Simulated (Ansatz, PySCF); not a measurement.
Isomers of CH4GeO: 1 is [OH][Ge][CH3], 2 is C[O][GeH]; one conformer of each (the lowest of an xTB search), B3LYP-D3(BJ)/def2-TZVP minima.
Isomer 1 (charge 0, multiplicity 1, Z-matrix in Å and degrees):
```
C
H 1 1.0909
H 1 1.0948 2 108.55
H 1 1.0948 2 108.55 3 -117.00
Ge 1 2.0208 2 112.25 4 -121.49
O 5 1.8050 1 97.54 2 -179.96
H 6 0.9649 5 115.33 1 0.02
```
Isomer 2 (charge 0, multiplicity 1):
```xyz
7

C     -0.7859    -0.1556     0.3129
O      0.0134     0.9856     0.0521
Ge     1.7747     1.0584    -0.2370
H     -1.5560    -0.2396    -0.4581
H     -0.1876    -1.0717     0.3248
H     -1.2791    -0.0361     1.2808
H      2.0205    -0.5411    -0.0889
```

No zero-point or thermal terms.

Correlated levels freeze the cores. Filled d and f shells under p-block atoms count as core.

Codes used: Ansatz (an electronic-structure program) with Gaussian orbitals; PySCF for the dispersion terms. 

Question: What is the computed electronic energy of isomer 2 less that of isomer 1 (wB97M-V/def2-TZVPP)?

Answer: 0.93 eV

Question: Estimate the electronic energy of isomer 2 less that of isomer 1 that CAM-B3LYP-D4/def2-TZVPP returns for this input.

Answer: 0.85 eV

Question: Give the electronic energy of isomer 2 less that of isomer 1 at the level CCSD(T)/cc-pVDZ.

Answer: 0.73 eV
